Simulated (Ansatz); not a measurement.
```xyz
10

C    -0.153    2.224   -0.794
N     0.156    1.069   -0.456
Al    0.131   -0.642   -0.083
N    -0.126   -1.168    1.581
O     0.437   -1.721   -1.353
H    -1.169    2.512   -1.116
H     0.577    3.051   -0.795
H    -0.139   -2.123    1.897
H    -0.270   -0.542    2.356
H     0.555   -2.661   -1.238
```

Charge 0, multiplicity 1.

(1) List the r2SCAN/def2-TZVPP orbital energies in eV (Ansatz). (An estimate is asked.)

Answers

(1) Computed: Occupied: -1516.33, -514.95, -384.54, -384.28, -274.44, -109.86, -70.18, -70.01, -70.00, -25.18, -23.00, -21.35, -15.44, -12.58, -11.97, -11.52, -11.25, -10.03, -8.54, -7.93, -7.66, -6.19, -5.20. Lowest empty: -1.58, -0.15, 0.98, 1.78, 1.94, 2.43, 3.23, 3.34.
